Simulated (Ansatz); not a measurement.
A CCSD(T) single point on CH2ClIOSi (`Cl[Si]1(I)CO1`).

```yaml
crystal:
  periodic: [false, false, false]
  atoms:
    - {symbol: Cl, position_ang: [-1.720993, -1.802320, -0.427929]}
    - {symbol: Si, position_ang: [-0.045126, -0.739977, -0.029472]}
    - {symbol: I, position_ang: [1.633454, -2.152966, 0.940544]}
    - {symbol: C, position_ang: [-0.044670, 1.047104, 0.097145]}
    - {symbol: O, position_ang: [0.430815, 0.354167, -1.149018]}
    - {symbol: H, position_ang: [-0.943573, 1.634104, -0.075725]}
    - {symbol: H, position_ang: [0.751292, 1.591787, 0.598654]}
basis:
  gaussian: {orbitals: def2-SVP}
correlation: {method: ccsd_t}
```

```sh
$ ansatz run in.yaml --threads 4 --pin off --events-out ev --progress --plain --max-ram 10444MiB
```

Log, shortened:

```
Functional definition: HF
1036 factors; integrals over basis functions are off by at most 1.3e-3 eV
mean field evaluation 1: about -31527.2889 eV, gradient 3.4e1 eV
mean field evaluation 2: about -31527.3268 eV, gradient 3.4e1 eV
mean field evaluation 4: about -31530.0613 eV, gradient 3.1e0 eV
mean field evaluation 8: about -31530.0983 eV, gradient 3.0e-4 eV
mean field -31530.09825529 eV, -1158.7097390135 hartree, gradient 1.4e-6 eV, S^2 0.000000; 0 other end points of the search recorded, 0 dependent functions left out
16 core orbitals not correlated: weight in the atoms' cores, before any rotation towards them, 1.000 or more for the frozen orbitals, at most 0.000 for the correlated occupied ones
reference -31530.09825529 eV, -1158.7097390135 hartree; 20, 20 occupied and 64, 64 virtual orbitals, 1036 factors
second order -17.94145090 eV of doubles, -0.00000000 eV of singles
cycle   1  -18.32407626 eV  change   -3.8e-1 eV  update   1.0e-1
cycle   2  -18.75475532 eV  change   -4.3e-1 eV  update   3.1e-2
cycle   3  -18.86606665 eV  change   -1.1e-1 eV  update   1.7e-2
cycle   4  -18.86223384 eV  change    3.8e-3 eV  update   3.8e-3
cycle   5  -18.86093159 eV  change    1.3e-3 eV  update   1.8e-3
cycle   6  -18.86139989 eV  change   -4.7e-4 eV  update   5.5e-4
cycle   7  -18.86117750 eV  change    2.2e-4 eV  update   2.0e-4
cycle   8  -18.86114476 eV  change    3.3e-5 eV  update   6.3e-5
cycle   9  -18.86116485 eV  change   -2.0e-5 eV  update   2.4e-5
perturbative correction -0.55488125 eV, -0.0203915099 hartree
Total energy: -31549.51430138 eV, -1159.4232655469 hartree
```

It took 3.3 s on 4 threads of an Intel Xeon Platinum 8488C on a shared host, with 0.44 GiB of host memory at the peak.

MP2 recovers 92.4 % of the CCSD(T) correlation energy and the triples give 2.9 %; T1 = 0.0110.
